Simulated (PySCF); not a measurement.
Numbering as in the mapped SMILES `[SiH3:1][S:2][CH2:3][O:4][c:5]1[n:6][cH:7][s:8][n:9]1`; H(Xn) means a hydrogen on atom n.

Geometry: PBE0-D3(BJ)/def2-SVP; GIAO absolute shieldings from PySCF 2.14, gas phase, non-relativistic, averaged over equivalent atoms.

At PBE0/pcSseg-1 (204 basis functions, 43 s wall time on 1 thread of an x86-64 server CPU, shared host):
```csv
atoms,σ (ppm)
Si1,399.2
S8,71.0
S2,640.6
C7,4.5
C5,8.5
C3,111.6
O4,178.1
N6,-62.2
N9,20.1
H(C7),22.05
H(C3),26.17
H(Si1),26.58
```

Task: What do these become at wB97X-D/pcSseg-1?

Result: 
```json
{"atoms": "Si1", "σ at wB97X-D/pcSseg-1": "399.1", "change": "-0.1"}
{"atoms": "S8", "σ at wB97X-D/pcSseg-1": "64.1", "change": "-6.9"}
{"atoms": "S2", "σ at wB97X-D/pcSseg-1": "639.9", "change": "-0.7"}
{"atoms": "C7", "σ at wB97X-D/pcSseg-1": "0.3", "change": "-4.2"}
{"atoms": "C5", "σ at wB97X-D/pcSseg-1": "7.3", "change": "-1.2"}
{"atoms": "C3", "σ at wB97X-D/pcSseg-1": "112.6", "change": "+1.0"}
{"atoms": "O4", "σ at wB97X-D/pcSseg-1": "183.6", "change": "+5.5"}
{"atoms": "N6", "σ at wB97X-D/pcSseg-1": "-63.4", "change": "-1.2"}
{"atoms": "N9", "σ at wB97X-D/pcSseg-1": "19.9", "change": "-0.2"}
{"atoms": "H(C7)", "σ at wB97X-D/pcSseg-1": "22.10", "change": "+0.05"}
{"atoms": "H(C3)", "σ at wB97X-D/pcSseg-1": "26.37", "change": "+0.20"}
{"atoms": "H(Si1)", "σ at wB97X-D/pcSseg-1": "26.74", "change": "+0.16"}
```

The largest change is at S8 (aromatic ring sulfur). Cost: 204 basis functions, 68 s wall time on 1 thread of an x86-64 server CPU, shared host. The order of the carbon signals is the same at both levels.
